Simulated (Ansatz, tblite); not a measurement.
Forces on NaLi₃ at its PBE/def2-TZVP geometry. The state is a singlet with charge 0.

The xTB rows come from tblite. The restricted singlet is unstable towards broken spin symmetry at other levels; at PBE/def2-TZVP this wasn't settled. Another isomer (singlet) lies 0.16 eV lower at PBE0/def2-TZVP; other spin states weren't run for this one.

GFN1-xTB (tblite), largest force 0.51 eV/Å:

```xyz
4
positions Å, forces eV/Å
Li    2.721   -0.118   -0.846   -0.494    0.101    0.051
Li   -0.200    0.814   -0.977    0.078   -0.319    0.383
Li   -2.766    0.302    0.628    0.462    0.028   -0.206
Na    0.244   -0.999    1.194   -0.047    0.190   -0.228
```

GFN2-xTB (tblite), largest force 0.45 eV/Å:

```
Li -0.435 0.021 0.132
Li 0.050 -0.203 0.244
Li 0.441 -0.046 -0.103
Na -0.056 0.228 -0.273
```

PBE/def2-TZVP (Ansatz), largest force 0.00 eV/Å:

```
Li 0.000 -0.001 0.001
Li 0.000 -0.001 0.001
Li 0.000 -0.001 0.001
Na -0.001 0.003 -0.003
```
